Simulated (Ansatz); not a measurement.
Wavefunction ladder for B2ClH6NSi (`B[SiH](Cl)BN`)

```xyz
11

B    -2.162   -0.425   -0.500
Si   -0.189   -0.660   -0.680
Cl    0.502   -2.349    0.345
B     0.814    0.932    0.059
N     1.679    0.720    1.113
H    -2.831   -1.048    0.268
H    -2.697    0.418   -1.162
H     0.149   -0.880   -2.116
H     0.677    2.038   -0.380
H     2.226    1.449    1.542
H     1.832   -0.195    1.511
```

The species carries charge 0 and has multiplicity 1. The geometry is a stationary point of PBE0-D4/def2-TZVP. It is one conformer, not always the lowest. Frozen core, restricted reference, Ansatz. CBS rows extrapolate triple and quadruple zeta; past MP2 they add the triple-zeta difference.

| basis | HF (Eh) | MP2 corr. | CCSD corr. | (T) | CCSD(T) total |
| --- | --- | --- | --- | --- | --- |
| def2-SVP | -855.48433 | -0.56201 | -0.62784 | -0.01709 | -856.12926 |
| def2-TZVPP | -855.86652 | -0.72027 | ? | -0.03145 | ? |
| def2-QZVPP | ? | -0.77742 | – | – | – |
| CBS(def2) | ? | ? | -0.88342 | as TZ | ? |

Task: Fill in the withheld values. (Estimate.)

Result: Ansatz gave: def2-TZVPP CCSD corr.: -0.78394; def2-TZVPP CCSD(T) total: -856.68191; def2-QZVPP HF (Eh): -855.89312; CBS(def2) HF (Eh): -855.89679; CBS(def2) MP2 corr.: -0.81975; CBS(def2) CCSD(T) total: -856.81166.
